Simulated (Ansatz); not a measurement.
A nudged elastic band was laid between two geometries of Cl4FHOW + ClH (10 atoms, charge 0, multiplicity 1).

All numbers below come from RKS PBE/def2-SVP (Ansatz 0.2.0).

```
movable images  : 7
climbing image  : yes
spring          : 5.0 eV/Å²
optimiser       : quadratic models (default)
start path      : through a guess of the saddle point
force threshold : 0.05 eV/Å
iteration limit : 60
end points      : relaxed
```

Image 0:

```xyz
10
Properties=species:S:1:pos:R:3
W 0.039 0.121 -0.366
F 0.018 0.436 1.504
Cl 2.351 0.142 -0.415
Cl 0.031 2.432 -0.649
Cl -2.299 0.113 -0.205
Cl 0.097 -2.156 0.128
O -0.138 -0.190 -2.185
H -0.689 -0.331 -2.975
Cl 2.444 1.755 3.203
H 1.316 1.223 2.830
```

Image 8:

```xyz
10
Properties=species:S:1:pos:R:3
W 0.440 0.398 -0.440
F -0.085 -0.300 3.477
Cl 2.640 0.105 -1.157
Cl 0.341 2.475 -1.551
Cl -1.683 0.727 0.438
Cl 0.527 -1.671 0.556
O -0.244 -0.299 -2.043
H -0.477 0.111 -2.899
Cl 1.314 1.588 1.399
H 0.396 0.410 3.092
```

(1) Which bonds break or form, and what moves?

(2) What energy profile does the band end with?

(3) What is the geometry of the highest image?

(4) What are the harmonic wavenumbers there?

Answers

(1) Bonds broken: W1–F2, Cl9–H10. Bonds formed: W1–Cl9, F2–H10. Cl4FHOW + ClH becomes Cl5HOW + FH.

(2) It converged. The highest image is number 4 of 0 to 8, 89.8 kJ/mol above the first end and 36.0 kJ/mol above the last; the last end lies 53.8 kJ/mol above the first. A vibrational analysis at the climbing image gives one clearly imaginary mode, 262i cm⁻¹: a first-order saddle point. The orbitals stay closed-shell, which can raise the energy where a bond breaks towards radicals; this wasn't checked here.

```
image  path coordinate (Å)  energy (kJ/mol)  W1–F2 (Å)  Cl9–H10 (Å)  W1–Cl9 (Å)
    0                 0.00              0.0       1.90         1.30        4.60
    1                 1.23              0.5       1.90         1.30        4.70
    2                 2.47              1.1       1.90         1.30        4.71
    3                 3.70             39.0       1.93         1.31        3.88
    4                 4.93             89.8       2.10         1.44        2.84
    5                 5.89             75.6       2.76         2.02        2.45
    6                 6.84             63.0       3.62         2.15        2.37
    7                 7.80             54.4       4.11         2.25        2.36
    8                 8.75             53.8       4.01         2.26        2.36
```

(3) 
```xyz
10
Properties=species:S:1:pos:R:3
W 0.247 0.145 -0.071
F 0.480 -0.418 1.935
Cl 2.535 -0.121 -0.147
Cl 0.475 2.224 -1.257
Cl -1.856 0.788 0.618
Cl -0.208 -2.136 -0.003
O -0.171 -0.318 -1.878
H -0.112 0.476 -2.462
Cl 0.984 2.123 1.826
H 0.797 0.782 2.310
```

(4) 262i, 70, 100, 121, 125, 144, 164, 194, 197, 213, 243, 278, 335, 366, 374, 417, 482, 598, 641, 749, 835, 873, 1563, 3502 cm⁻¹.

The run took 8.6 min on 4 threads of Arm Neoverse V2, with other jobs on the host, peak memory 0.49 GiB.
